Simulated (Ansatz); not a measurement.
Isolated molecules relaxed with PBE0-D4/def2-TZVP in Ansatz; ΔE leaves out vibrations. CCSD(T)/CBS adds triple-zeta CCSD(T) − MP2 to the extrapolated MP2 energy (def2 sets, frozen cores). Functionals use def2-TZVPP. HSE06 is defined as in plane-wave codes. Each species was taken in one conformer, which may not be the lowest.

Reaction (substitution at a C–Si bond): `C[Si](F)(F)[SiH3]` + `OBS` → `COBS` + `F[SiH](F)[SiH3]`

| level | ΔE (kJ/mol) | difference from CCSD(T)/CBS |
| --- | --- | --- |
| LDA (SPW92) | 107.8 | 0.2 |
| BLYP-D4 | 100.1 | -7.5 |
| BHLYP-D4 | 102.1 | -5.5 |
| PBE-QIDH | 109.4 | 1.8 |
| PBE | 105.1 | -2.5 |
| BLYP | 95.4 | -12.2 |
| HSE06 | 107.1 | -0.5 |
| LC-ωPBE | 108.0 | 0.4 |
| CCSD(T)/def2-SVP | 91.7 | -15.9 |
| MP2/CBS(def2) | 113.2 | 5.6 |
| CCSD(T)/CBS | 107.6 | 0 |

Largest T1 diagnostic among the species: 0.013.

At CCSD(T), def2-SVP lies −15.9 kJ/mol from the extrapolated value and def2-TZVPP −2.8 kJ/mol. From BLYP to BHLYP (50 % exact exchange), in def2-TZVPP and without D4, ΔE moves by +3.1 kJ/mol.
